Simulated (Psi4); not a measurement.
C2H3O (SMILES C[C]=O), doublet, geometry from GFN2-xTB. Base run: R2SCAN/pcseg-1 (Psi4).

Geometry (Å):
```xyz
6

C     -0.9828    -0.6403     0.0092
C      0.0089     0.4568     0.0036
H     -0.5147    -1.6296    -0.0057
H     -1.6023    -0.5387     0.8982
H     -1.6280    -0.5245    -0.8596
O      1.1985     0.4742    -0.0137
```
Charge 0, spin multiplicity 2.
Orbitals are unrestricted.
All else is at Psi4's defaults (density fitting).

The base run was repeated with changes; each row names its change, and settings that it needs were set with it.

| change | E (Eh) | SCF-reference dipole (D) | SCF-reference <S^2> | core-seconds (rough) |
|---|---|---|---|---|
| base | -153.06242 | 2.73 | 0.753 | 9 |
| functional = pbe0 | -152.97353 | 2.73 | 0.753 | 5 |
| functional = m06-l | -153.12681 | 2.70 | 0.753 | 7 |
| functional = m06-2x | -153.07977 | 2.79 | 0.753 | 7 |
| functional = bhhlyp | -153.06124 | 2.89 | 0.754 | 4 |
| functional = x3lyp | -153.08990 | 2.67 | 0.752 | 5 |
| functional = dsd-pbep86 | -152.83646 | - | 0.757 | 5 |
| functional = wb97x-v | -153.09869 | 2.74 | 0.753 | 50 |
| functional = pbe0-dh | -152.95493 | - | 0.755 | 6 |
| functional = pw6b95 | -153.33319 | 2.70 | 0.752 | 9 |
| functional = b3lyp | -153.15672 | 2.67 | 0.752 | 5 |
| functional = b97m-v | -153.11619 | 2.62 | 0.753 | 50 |
| functional = b3lyp5 | -153.07191 | 2.66 | 0.752 | 5 |

Total energies compare only within one method and basis.

Open shells are given as the SCF converged; they aren't shown to be the lowest states, and a large step between rows can be another state.
